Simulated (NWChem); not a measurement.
# SiH$_{3}$TeBr; SMILES Br[Te][SiH3]

Results from NWChem. All runs use the structure optimised with PBE0/def2-SVP. Not confirmed as a minimum by frequencies. def2 effective core potentials on Te; no spin-orbit coupling. Ions are spin-unrestricted doublets at the neutral geometry; other ion states weren't tried.

Question: Predict the results for CAM-B3LYP/def2-SVP. Quantities: vertical ionisation energy, ΔSCF (eV); −ε(HOMO) (eV).

Answer: 
- vertical ionisation energy, ΔSCF (eV) = 8.57
- −ε(HOMO) (eV) = 7.63
